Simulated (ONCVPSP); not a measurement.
## Ranking ONCV potentials for neodymium

All share these settings but for the change named:

```
Element                 : neodymium (Nd)
Generator               : ONCVPSP 4.0.1
Type                    : optimised norm-conserving Vanderbilt (ONCV)
Functional              : PBE
Relativity              : scalar-relativistic
Frozen core             : [Kr] 4d10 4f3
Valence charge          : 11
Reference configuration : 5s2 5p6 5d1 6s2
Partial waves           : 5s+6s: rc 2.25 bohr, ncon 4, nbas 7, qcut 6.8 1/bohr, 2 projectors; 5p: rc 2.35 bohr, ncon 4, nbas 8, qcut 5.2 1/bohr, 1 projector; 5d: rc 3.95 bohr, ncon 5, nbas 10, qcut 4.4 1/bohr, 3 projectors, debl 0.6 Ha
Local potential         : polynomial inside 1.80 bohr (lpopt 5, dvloc0 0 Ha)
Core correction         : none
```

Test errors are all-electron minus pseudo excitation energies from the reference, over 5s2 5p6 5d1 6s1; 5s2 5p6 5d1 6s0; 5s2 5p6 5d0 6s0; 5s2 5p6 5d1.5 6s1.5. None of these files shows a bound ghost.

The base gives 4.6 meV.

Of 6 variants that were run, those that failed, showed a ghost or another fault, or gave nearly equal values are left out.

Problem. Rank these variants by their largest absolute test error, smallest first.
A. p: qcut 6.2
B. d: ncon 4, nbas 9
C. s: qcut 6.7; p: qcut 5.1; d: qcut 4.3
D. local potential polynomial inside 1.55 bohr (lpopt 5, dvloc0 6 Ha)
E. p: nproj 2

Solution. C (2.1 meV), D (5.3 meV), A (6.2 meV), E (8.6 meV), B (10.3 meV).
